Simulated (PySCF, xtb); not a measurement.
Al(Et)3 (C6H15Al), SMILES [CH2]([Al]([CH2]C)[CH2]C)C. Other conformers were not sampled.

Harmonic wavenumbers (cm⁻¹) from GFN2-xTB in xtb at its own minimum, in rising order: 19, 35, 53, 73, 94, 121, 124, 176, 192, 203, 245, 286, 452, 498, 504, 586, 621, 647, 905, 907, 917, 968, 975, 976, 1031, 1040, 1042, 1216, 1217, 1221, 1229, 1234, 1236, 1407, 1408, 1411, 1460, 1463, 1464, 1501, 1504, 1506, 1508, 1511, 1517, 2833, 2838, 2853, 2861, 2865, 2876, 2980, 2981, 2981, 2999, 3005, 3007, 3009, 3017, 3024.

What does PBE0-D3(BJ)/def2-SVP run with PySCF give at its own minimum? (The exact figures need the calculation; the answer reports its results.)

28, 29, 44, 87, 112, 123, 189, 202, 211, 259, 269, 347, 481, 504, 518, 619, 634, 662, 904, 905, 936, 944, 959, 963, 1049, 1060, 1061, 1213, 1218, 1222, 1235, 1238, 1245, 1390, 1392, 1395, 1417, 1417, 1422, 1461, 1469, 1475, 1480, 1481, 1485, 3014, 3015, 3020, 3036, 3038, 3040, 3056, 3059, 3064, 3116, 3116, 3118, 3127, 3135, 3136. Paired by order, the mean absolute difference is 49 cm⁻¹ and the zero-point energies are 118.4 and 121.3 kcal/mol.
